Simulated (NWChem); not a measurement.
Molecule: AlSiH5; SMILES [AlH2][SiH3]

Computed with NWChem. Pople sets run with spherical d functions. Geometry: optimised at PBE-D3(BJ)/def2-SVP. LC-ωPBE (HJS hole) with 6-31G*; x = 1 − exp(−ω/0.25 bohr⁻¹) is a scale chosen for this fit.

```
row           x  −ε(HOMO) (eV)
--------  -----  -------------
ω = 0.10  0.330           7.95
ω = 0.15  0.451       withheld
ω = 0.20  0.551           9.01
ω = 0.40  0.798          10.18
ω = 0.80  0.959          10.86
```

Problem. Fit a straight line of the last column on the one before it, predict the withheld value, and compare with the run.

Solution. 
1. Means of the 4 shown rows: x = 0.6595, y = 9.500. Slope Σ(x − x̄)(y − ȳ)/Σ(x − x̄)² = 1.065/0.2292 = 4.648; intercept 6.435.
2. The shown rows scatter about the line by 0.027 (root mean square); the largest residual is +0.04, at ω = 0.40.
3. At x = 0.451 (ω = 0.15; inside the shown range) the line gives 8.53.
4. The run gives 8.53, 0.00 from the line, 0.0 times the scatter.
